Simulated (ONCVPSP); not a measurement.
**Reading a pseudo-wave (aluminium (Al))**

Columns: radius, all-electron u(r) and pseudo u(r) of the 3p shell (level -2.71 eV) of aluminium in the configuration [Ne] 3s2 3p1; PBE, scalar-relativistic, ONCV scheme, ONCVPSP 4.0.1.

| r (bohr) | all-electron | pseudo |
| --- | --- | --- |
| 0.098 | -0.0711 | 0.0024 |
| 0.195 | -0.1592 | 0.0092 |
| 0.292 | -0.2065 | 0.0202 |
| 0.390 | -0.2119 | 0.0352 |
| 0.488 | -0.1861 | 0.0538 |
| 0.585 | -0.1412 | 0.0757 |
| 0.682 | -0.0855 | 0.1009 |
| 0.780 | -0.0240 | 0.1297 |
| 0.878 | 0.0386 | 0.1610 |
| 0.975 | 0.0993 | 0.1938 |
| 1.072 | 0.1573 | 0.2272 |
| 1.170 | 0.2120 | 0.2610 |
| 1.268 | 0.2624 | 0.2943 |
| 1.365 | 0.3079 | 0.3268 |
| 1.463 | 0.3495 | 0.3592 |
| 1.560 | 0.3865 | 0.3906 |
| 1.658 | 0.4199 | 0.4210 |
| 1.755 | 0.4489 | 0.4491 |
| 1.852 | 0.4741 | 0.4741 |
| 1.950 | 0.4957 | 0.4957 |
| 2.047 | 0.5135 | 0.5135 |
| 2.145 | 0.5281 | 0.5281 |
| 2.242 | 0.5394 | 0.5394 |
| 2.340 | 0.5478 | 0.5478 |
| 2.438 | 0.5536 | 0.5536 |
| 2.535 | 0.5570 | 0.5570 |

(1) How many radial nodes do the two functions have?

(2) At about which radius was the pseudo-wave matched?

(3) Is the pseudo-wave norm-conserving?

Results:

(1) The all-electron 3p function has n − l − 1 = 1; the pseudo-wave has 0, since the states of the same l below it are removed with the core.

(2) 1.90 bohr. The columns agree to 0.0005 from 1.75 bohr on; several derivatives are matched, so the curves merge somewhat inside the radius.

(3) Yes: the ONCV scheme keeps the norm inside the radius equal to the all-electron one, which fixes the energy derivative of the logarithmic derivative at the level.
